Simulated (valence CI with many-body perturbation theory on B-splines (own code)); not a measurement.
## From CI to CI+MBPT in Br2+

Method: configuration interaction combined with many-body perturbation theory (CI+MBPT): five valence electrons over a frozen Dirac-Fock core [Ar] 3d10, a basis of 9 s, 9 p, 8 d, 6 f, 3 g, 1 h functions for each j, with the one-electron correlation potential Σ1, the two-electron term Σ2, the three-electron term Σ3, Breit, model QED; selected CI, second order for the rest, scaled by the run's own slope (own B-spline code, finite nucleus).

Against 9 measured levels this calculation errs by 360 cm⁻¹ on average and by 875 at most. These come from a selection out of Moore, Atomic Energy Levels, vol. II, NSRDS-NBS 35 (1971 reprint of NBS Circular 467, 1952), an old analysis. Levels without a partner in it may be off by more. Among the levels kept, up to 1400 cm⁻¹ of a level comes from second order outside the variational space, and about a tenth of that is noise between levels of different J, which matters for small intervals. 6 measured levels below the end of the list, from 141997 cm⁻¹ on, found no clear computed partner, and computed levels of the same name lie up to 2024 cm⁻¹ from them.

Each rung adds one term. CI alone is the Dirac-Coulomb CI over the frozen core; QED comes last and gives the full result, which names the levels. Energies are above 4s2.4p3 4S°_3/2 on the same rung, in cm⁻¹. A blank means that the level has no clear partner on that rung.

Names give the largest LS component (configuration and term), which can be under half, so a name can repeat, a term be missing and a line seem to break the LS rules; names also repeat where a configuration has a term twice. Letters in brackets count levels of one name in rising energy.

```
                Level  CI alone    + Σ1    + Σ2    + Σ3  + Breit    Full
      4s2.4p3 2D°_3/2     15533   15672   15406   15311    15324   15322
      4s2.4p3 2D°_5/2     16511   16724   16478   16390    16368   16370
      4s2.4p3 2P°_1/2     27447   27778   27464   27304    27288   27288
      4s2.4p3 2P°_3/2     28798   29233   28957   28805    28742   28747
        4s.4p4 4P_5/2     98484  100294  101381  101370   101374  101233
        4s.4p4 4P_3/2    100940  102871  104003  103995   103951  103817
        4s.4p4 4P_1/2    102142  104122  105260  105253   105192  105061
        4s.4p4 2D_3/2    121458  123677  124044  123979   123931  123820
        4s.4p4 2D_5/2    122075  124328  124710  124645   124574  124463
4s2.4p2.4d 2P_3/2 [a]    132630  135285  134992  134969   134876  134844
4s2.4p2.4d 2P_1/2 [a]    135001  137738  137392  137363   137238  137210
    4s2.4p2.4d 4F_3/2    137052  139833  139539  139526   139456  139460
    4s2.4p2.4d 4F_5/2    137985  140810  140513  140502   140411  140418
    4s2.4p2.4d 4F_7/2    139411  142306  142019  142010   141885  141896
    4s2.4p2.4d 4F_9/2    141273  144254  143985  143975   143804  143819
4s2.4p2.4d 2F_5/2 [a]    142457  145335  144992  144962   144866  144873
    4s2.4p2.5s 4P_1/2                    145388  145213   145209  145253
    4s2.4p2.4d 4D_1/2                    145943  145930   145813  145820
    4s2.4p2.4d 4D_7/2    143479  146410  146062  146044   145914  145925
```

How does the ionisation energy move along the ladder, and which term matters most?

CI alone 34.545, + Σ1 35.022, + Σ2 34.853, + Σ3 34.831, + Breit 34.831, + QED 34.833 eV. The largest step is Σ1, 0.477 eV. NIST lists 34.871 ± 0.019 eV (measured).
